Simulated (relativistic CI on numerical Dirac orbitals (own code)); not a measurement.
## Ligand-field terms of d4

Computed with a parametric ligand-field model of a d^n configuration (Racah B and C, spin-orbit zeta, crystal field), exact diagonalisation.

Field parameters in Wybourne normalisation: D3d B²₀ = −7Dσ, B⁴₀ = −14Dq − 21Dτ, B⁴₃ = −14√(10/7) Dq; D4h B²₀ = −7Ds, B⁴₀ = 21(Dq − Dt), B⁴₄ = 21√(5/14) Dq; Oh B⁴₀ = 21Dq, B⁴₄ = √(5/14) B⁴₀. The field is a parameter set, without covalency.

Task: Ground term and bands for B = 740, C = 2780, ζ = 0 cm⁻¹, Oh, 10Dq = 5000 cm⁻¹?

Result: Ground term 5E with 1.00 electrons in the two orbitals of the cubic e set. Spin-allowed: 5T2 5000 cm⁻¹ (2000 nm). Lowest spin-forbidden: 3T1 11144 cm⁻¹ (897 nm), 3E 14586 cm⁻¹ (686 nm), 3T1 15431 cm⁻¹ (648 nm).

Task: Ground term and bands for B = 570, C = 2610, ζ = 0 cm⁻¹, Oh, 10Dq = 5500 cm⁻¹?

Result: Ground term 5E with 1.00 electrons in the two orbitals of the cubic e set. Spin-allowed: 5T2 5500 cm⁻¹ (1818 nm). Lowest spin-forbidden: 3T1 9262 cm⁻¹ (1080 nm), 3E 13173 cm⁻¹ (759 nm), 3T1 13977 cm⁻¹ (715 nm).

Task: Ground term and bands for B = 930, C = 3910, ζ = 0 cm⁻¹, D3d, 10Dq = 25400, Dσ = -1070, Dτ = 190 cm⁻¹?

Result: Ground term 3E with 0.04 electrons in the two orbitals of the cubic e set. Spin-allowed: 3A2 1292 cm⁻¹, 3E 23326 cm⁻¹ (429 nm), 3A2 23648 cm⁻¹ (423 nm), 3E 24558 cm⁻¹ (407 nm). Lowest spin-forbidden: 5E 3008 cm⁻¹ (3324 nm), 1A1 11167 cm⁻¹ (896 nm), 1E 11774 cm⁻¹ (849 nm).

Task: Ground term and bands for B = 600, C = 2180, ζ = 0 cm⁻¹, Oh, 10Dq = 7250 cm⁻¹?

Result: Ground term 5E with 1.00 electrons in the two orbitals of the cubic e set. Spin-allowed: 5T2 7250 cm⁻¹ (1379 nm). Lowest spin-forbidden: 3T1 5893 cm⁻¹ (1697 nm), 3E 11636 cm⁻¹ (859 nm), 1T2 11869 cm⁻¹ (843 nm).

Task: Ground term and bands for B = 690, C = 2810, ζ = 0 cm⁻¹, D4h, 10Dq = 19350, Ds = -1500, Dt = 400 cm⁻¹?

Result: Ground term 3A2 with 0.03 electrons in the two orbitals of the cubic e set. Spin-allowed: 3E 6151 cm⁻¹ (1626 nm), 3E 15499 cm⁻¹ (645 nm), 3A1 17198 cm⁻¹ (581 nm), 3B2 19052 cm⁻¹ (525 nm). Lowest spin-forbidden: 5A1 2125 cm⁻¹, 5B1 6125 cm⁻¹ (1633 nm), 1B2 8193 cm⁻¹ (1221 nm).
